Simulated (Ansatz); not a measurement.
Ansatz results at the PBE0-D4/def2-TZVP geometry: size of the dipole moment (PBE/def2-TZVPP) 3.41 D; size of the dipole moment (ωB97M-V/def2-TZVPP) 3.48 D; HOMO energy (PBE0/def2-TZVPP) -9.61 eV.

Task: Which molecule gave them?
A. `C[O][Ga]([F])[SH]`
B. `[F][Ga]([SH])[Cl]`
C. `C[CH2][Ga]([Cl])[Cl]`
D. `[CH3][Ga]([F])[F]`

Result: D. The others give `C[O][Ga]([F])[SH]`: 1.57, 1.52, -8.02; `[F][Ga]([SH])[Cl]`: 1.55, 1.55, -8.46; `C[CH2][Ga]([Cl])[Cl]`: 2.97, 2.96, -8.41.
